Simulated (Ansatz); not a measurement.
# Worked example: AuBr + C2H6O → AuOH + C2H5Br

Gas-phase species: AuBr (bromogold), singlet; C2H6O (ethanol) `CCO`, singlet; AuOH `[OH][Au]`, singlet; C2H5Br (bromoethane) `CCBr`, singlet. The partners trade Br for OH: Au–Br and C–OH bonds give way to Au–OH and C–Br.

Shapes, held fixed at every level: PBE0-D4/def2-TZVP. Flexible molecules stand in one conformer, not always the lowest. Programs: Ansatz 0.2.0. The zero-point and thermal change to 298 K, harmonic and unscaled (PBE0-D4/def2-TZVP), is -6.1 kJ/mol.

At CCSD(T)/def2-TZVPP; 1 Eh = 2625.50 kJ/mol:

| species | energy (Eh) |
| --- | --- |
| AuBr | -2708.112665 |
| C2H6O | -154.800182 |
| AuOH | -211.078616 |
| C2H5Br | -2651.785490 |

Task: Work out ΔH(298 K) of the reaction at this level.

Result: 
1. Products less reactants: (-211.078616) + (-2651.785490) − [(-2708.112665) + (-154.800182)] = 0.048741 Eh = +128.0 kJ/mol.
2. With the thermal change: +128.0 + (-6.1) = +121.9 kJ/mol.

Other levels give +109.3 (PBE-D4/def2-TZVPP) to +147.7 kJ/mol (BHLYP-D4/def2-TZVPP). No measured value is set beside it here. For atoms past krypton def2 sets carry core potentials with scalar relativity. Relativity is left out for Br. Outer-core shells of Au, Br are correlated, in sets that cover them unevenly. The median of the other correlated levels is +133.4 kJ/mol.
